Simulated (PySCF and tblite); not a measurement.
3 regioisomers of C₈H₆O₂:

```tsv
isomer	SMILES
A	[O:1]=[CH:2][c:3]1[cH:4][cH:5][c:6]([CH:7]=[O:8])[cH:9][cH:10]1
B	[O:1]=[CH:2][c:3]1[cH:4][cH:5][cH:6][cH:7][c:8]1[CH:9]=[O:10]
C	[O:1]=[CH:2][c:3]1[cH:4][cH:5][cH:6][c:7]([CH:8]=[O:9])[cH:10]1
```

Computed spectrum of one of them (conformer average at 298.15 K; GFN2-xTB geometries, energies LC-wPBE/pcSseg-1 (IEF-PCM, water), SCF tolerance 1e-06 (D3(BJ) added where defined), GIAO shieldings LC-wPBE/pcSseg-1 (IEF-PCM, water), SCF tolerance 1e-06; references on GFN2-xTB geometries), in ppm: ¹H (against TMS): 10.34 (2H), 9.22 (1H), 8.96 (2H), 8.47 (1H). ¹³C (against TMS): 209.7 (2C), 151.8 (2C), 147.0 (1C), 145.8 (2C), 141.0 (1C). Of the H, only those on carbon are given.

Question: Which isomer is it?

Answer: C. It shows 5 carbon signals, which only C gives by symmetry. Assigned: ¹H (against TMS): 10.34 (H2/H8, 2H), 9.22 (H10, 1H), 8.96 (H4/H6, 2H), 8.47 (H5, 1H). ¹³C (against TMS): 209.7 (C2/C8), 151.8 (C4/C6), 147.0 (C10), 145.8 (C3/C7), 141.0 (C5). For comparison, at another level (GFN2-xTB geometries, energies PBE0/pcSseg-1 (IEF-PCM, water) (D3(BJ) added where defined), GIAO shieldings PBE0/pcSseg-1 (IEF-PCM, water)) the isomers give: A: ¹H (against TMS): 10.33 (H2/H7, 2H), 8.67 (H4/H5/H9/H10, 4H). ¹³C (against TMS): 202.8 (C2/C7), 145.5 (C3/C6), 139.0 (C4/C5/C9/C10). B: ¹H (against TMS): 11.04 (H2/H9, 2H), 8.61 (H4/H7, 2H), 8.46 (H5/H6, 2H). ¹³C (against TMS): 203.7 (C2/C9), 143.5 (C5/C6), 141.0 (C3/C8), 139.6 (C4/C7). C: ¹H (against TMS): 10.34 (H2/H8, 2H), 8.97 (H10, 1H), 8.77 (H4/H6, 2H), 8.39 (H5, 1H). ¹³C (against TMS): 202.0 (C2/C8), 145.6 (C4/C6), 141.9 (C3/C7), 141.1 (C10), 137.2 (C5).

Shifts are unscaled: against experiment ¹³C can be off by 15 ppm or more and ¹H by 0.8 ppm. The search found a single conformer for at least one isomer; other rotamers may be missing.
